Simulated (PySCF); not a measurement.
Coordinates in bohr (charge 0 multiplicity 2):
```
In    0.0000    0.0000    0.0000
Br    0.0000    0.0000    4.8828
Br    0.0000    0.0000   -4.8828
```

These are results of PySCF, UPBE0, basis In def2-TZVP with ECP28, Br def2-TZVP (scalar-relativistic core potentials, no spin–orbit coupling, density fitting), not measurements.

This geometry of InBr₂ is a stationary point at this level.

Problem. What is the point group?

Solution. D∞h.

Problem. Is it a minimum?

Solution. No: it has 2 imaginary modes (one degenerate set), at 63i cm⁻¹ (πu).

Problem. List the harmonic modes with their infrared intensities.

Solution. 
```tsv
symmetry	ω (cm⁻¹)	IR (km/mol, summed over degenerate members)	type
πu	63i	–	bend
σg+	164	0.0	stretch
σu+	219	64.0	stretch
```

Problem. What are the dipole moment and the gap between the highest occupied and lowest empty levels of either spin?

Solution. 0.00 D and 2.16 eV.

In D∞h the vibrations span πu + σg+ + σu+. The σg+ mode carries no infrared intensity, as symmetry demands. With a centre of inversion only u modes can be infrared active and only g modes Raman active.

Other isomers or separated fragments may lie lower. At this level a doublet minimum of C2v symmetry lies 31 kJ/mol below this structure. No spin–orbit coupling is included, which matters more the heavier the element.
